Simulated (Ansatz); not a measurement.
**Active spaces for CH3Cu, singlet**

Calculated in Ansatz's Gaussian-basis code. Basis cc-pVTZ, nonrelativistic, 6 orbitals frozen in the corrections. State-specific CASSCF; RHF is the lowest restricted (open-shell) Hartree–Fock solution met. No symmetry is imposed, so a solution can break that of the shape. Lower solutions, or ones in other orbitals, may exist.

Geometry:

```xyz
5

Cu    0.0000    0.0000    0.0000
C     0.0000    0.0000    1.8810
H     1.0300    0.0000    2.2400
H    -0.5150    0.8920    2.2400
H    -0.5150   -0.8920    2.2400
```

Q: What do CASSCF and its corrections give against RHF in CAS(2,2), and what are the occupations?

A: CASSCF -0.467 eV, SC-NEVPT2 -30.619 eV; occupations 1.96, 0.04.

Q: Roughly how much CPU time does a whole run from the default start take (median of such runs, summed over threads; nearly all runs on one pinned thread of a shared server, mostly Xeon at 2.3 to 2.6 GHz, by a development driver)?

A: CAS(2,2): about 14 s. Other jobs ran beside these, and the count of passes differs.
